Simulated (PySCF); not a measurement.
## Dipole moment and polarisability of `C=C[SiH2][C@H](Cl)[SiH2]O`

Species: C3H9ClOSi2.
SMILES with atom numbers: `[CH2:1]=[CH:2][SiH2:3][C@H:4]([Cl:5])[SiH2:6][OH:7]` (hydrogens: H8, H9 on C1; H10 on C2; H11, H12 on Si3; H13 on C4; H14, H15 on Si6; H16 on O7)

Structure used (GFN2-xTB), in Å, numbered top down from 1:
```
atom  x, y, z in Å
C1    -2.214    1.115    0.252
C2    -2.223   -0.187    0.494
Si3   -0.811   -1.383    0.155
C4     0.759   -0.433   -0.360
Cl5    1.942   -1.688   -0.899
Si6    1.667    0.616    0.957
O7     3.016    1.263    0.333
H8    -3.063    1.751    0.456
H9    -1.349    1.607   -0.162
H10   -3.124   -0.623    0.908
H11   -0.504   -2.158    1.361
H12   -1.172   -2.287   -0.945
H13    0.567    0.159   -1.255
H14    1.970   -0.269    2.078
H15    0.889    1.795    1.303
H16    3.641    0.730   -0.154
```

Level: B3LYP/def2-SVPD (PySCF), static field, nuclei fixed, core orbitals frozen in the response. The polarisability tensor in these axes (au):

```
x   114.72  -5.35  -4.55
y    -5.35 112.47   6.42
z    -4.55   6.42  88.48
```

Task: Diagonalise the tensor; give its mean and Δα, where Δα² is half the sum of the squared differences of the eigenvalues.

Result: Principal values 86.51, 108.30 and 120.86 au; mean 105.22 au = 15.59 Å³ = 17.35 × 10⁻⁴⁰ C²·m²/J; Δα = 30.10 au (29 % of the mean).

Task: What is the dipole moment, and where does it point?

Result: (-1.31, 0.42, -0.05) D, 1.38 D in size, pointing from the negative to the positive side. Measured along this direction, the outermost atoms are H16 at the negative end and H8 at the positive end.

Task: In a dilute gas of rigid molecules at 298 K, how does the orientational term μ²/3kT compare with the electronic polarisability?

Result: In Gaussian units μ²/3kT = 15.34 Å³ against 15.59 Å³, a ratio of 0.98; the Debye molar polarisation (4π/3)N_A(α + μ²/3kT) is 78.0 cm³/mol, leaving out the vibrational part.

Task: Form Σ f/ω² (atomic units) for the 8 lowest TDDFT singlets, given as eV and f, and set it beside the mean polarisability, which is this sum over all singlets: 5.93, 0.0048; 6.13, 0.0033; 6.42, 0.0168; 6.53, 0.0102; 6.63, 0.0087; 6.72, 0.0037; 7.02, 0.0539; 7.07, 0.1412.

Result: They add up to 3.76 au, 3.6 % of the 105.22 au; the largest single term is 2.09 au, from the state at 7.07 eV. Terms in order: 0.10, 0.06, 0.30, 0.18, 0.15, 0.06, 0.81, 2.09 au. Higher excitations give the rest. The strengths listed sum to 0.243.

Task: Find the Langevin capture rate constant for H3+ (3.023 u) meeting this molecule (151.988 u), k = 2.342 × 10⁻⁹ cm³/s × √(α in Å³ / reduced mass in u).

Result: The reduced mass is 2.96 u, so k = 5.37 × 10⁻⁹ cm³/s. The formula leaves out the permanent dipole, which adds to the capture rate.

Task: Molar refractivity from α?

Result: Lorentz–Lorenz: R = (4π/3)N_A α = 2.5225 cm³/(mol·Å³) × 15.59 Å³ = 39.3 cm³/mol, in the limit of long wavelengths.

Task: Traceless (Buckingham) quadrupole moment about the centre of nuclear charge: eigenvalues?

Result: -8.48, 0.15, 8.33 D·Å. The values depend on the origin, since the dipole doesn't vanish. The electronic extent ⟨r²⟩ about the same centre is 1640 bohr², a root-mean-square distance of 2.40 Å for the 80 electrons.

The structure is a single GFN2-xTB conformer in the gas phase; no vibrational or solvent corrections.
